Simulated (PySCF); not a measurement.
hydrogen sulfate (HO₄S), SMILES O=S(=O)([O-])O, charge -1.

Geometry optimised at B3LYP-D3(BJ)/def2-SVPD. The values are those of a single conformer.

Level of theory: B3LYP-D3(BJ)/def2-SVPD run with PySCF.

Frequencies are harmonic and unscaled.

| mode | ν (cm⁻¹) | IR (km/mol) | moving atoms (share of kinetic energy) |
|---|---|---|---|
| 1 | 56 | 68.0 | H 85 %, O 15 % |
| 2 | 358 | 3.3 | O 91 %, H 8 % |
| 3 | 362 | 4.1 | O 90 %, H 8 % |
| 4 | 512 | 26.2 | O 79 %, S 18 % |
| 5 | 518 | 6.0 | O 90 % |
| 6 | 525 | 32.6 | O 80 %, S 20 % |
| 7 | 679 | 273.4 | S 51 %, O 49 % |
| 8 | 984 | 71.4 | O 88 %, S 11 % |
| 9 | 1084 | 176.3 | H 58 %, O 35 % |
| 10 | 1206 | 367.1 | O 54 %, S 45 % |
| 11 | 1226 | 298.4 | S 38 %, O 35 %, H 28 % |
| 12 | 3826 | 49.6 | H 94 % |
